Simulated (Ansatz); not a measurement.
A nudged elastic band was laid between two geometries of ClH3Sn + H2S (8 atoms, charge 0, multiplicity 1).

The calculation used RHF/def2-SVP in Ansatz.

| Property | Result |
| --- | --- |
| movable images | 5 |
| climbing image | yes |
| spring | 5.0 eV/Å² |
| optimiser | quadratic models (default) |
| start path | through a guess of the saddle point |
| force threshold | 0.05 eV/Å |
| iteration limit | 60 |
| end points | relaxed |

Image 0:

```xyz
8
Properties=species:S:1:pos:R:3
Sn -0.166 0.491 -0.224
H -0.282 0.613 1.465
H 1.415 0.236 -0.788
H -0.924 1.796 -1.012
Cl -1.429 -1.422 -0.847
S 1.477 -2.926 1.617
H 0.512 -3.219 0.742
H 0.649 -2.881 2.663
```

Image 6:

```xyz
8
Properties=species:S:1:pos:R:3
Sn -0.307 -0.473 -0.796
H 1.423 -0.343 4.008
H 1.291 0.085 -0.911
H -1.468 0.680 -0.353
Cl -0.874 -1.240 -2.954
S -0.476 -2.304 0.769
H 0.609 -2.955 0.339
H 1.052 -0.763 3.514
```

**Question.** Which bonds break or form, and what moves?

**Answer.** Bonds broken: Sn1–H2, S6–H8. Bonds formed: Sn1–S6, H2–H8. ClH3Sn + H2S becomes ClH3SSn + H2.

**Question.** Give the energies along the band, and the barrier.

**Answer.** The forces met the threshold. The highest image is number 2 of 0 to 6, 252.9 kJ/mol above the first end and 262.0 kJ/mol above the last; the last end lies 9.1 kJ/mol below the first. Beside the main top the profile has a ripple of under 15 meV (maxima at images 2, 5), which may be a very shallow well or noise. Neighbouring images differ by up to 2.7 eV, so the band resolves the path poorly. A vibrational analysis at the climbing image gives one clearly imaginary mode, 1881i cm⁻¹: a first-order saddle point. The orbitals stay closed-shell, which can raise the energy where a bond breaks towards radicals; this wasn't checked here.

| image | path coordinate (Å) | energy (kJ/mol) | Sn1–H2 (Å) | S6–H8 (Å) | Sn1–S6 (Å) |
| --- | --- | --- | --- | --- | --- |
| 0 | 0.00 | 0.0 | 1.70 | 1.33 | 4.21 |
| 1 | 2.17 | 16.4 | 1.70 | 1.33 | 4.07 |
| 2 | 4.35 | 252.9 | 2.00 | 1.56 | 2.69 |
| 3 | 6.23 | -5.2 | 3.41 | 3.09 | 2.42 |
| 4 | 8.11 | -8.8 | 4.70 | 3.59 | 2.41 |
| 5 | 9.99 | -8.3 | 4.70 | 3.53 | 2.41 |
| 6 | 11.88 | -9.1 | 5.11 | 3.50 | 2.41 |

**Question.** What is the geometry of the highest image?

**Answer.** 
```xyz
8
Properties=species:S:1:pos:R:3
Sn 0.095 -0.270 -0.142
H 0.706 0.024 1.742
H 1.490 0.469 -0.743
H -1.393 0.437 0.244
Cl -0.606 -1.500 -2.089
S 0.706 -2.533 1.186
H -0.543 -2.817 1.572
H 0.795 -1.123 1.846
```

The band took 28 iterations and about 4 core-minutes.

Time of the run: 3.8 min on 1 thread of Arm Neoverse V2, on a shared host, peak memory 0.18 GiB.
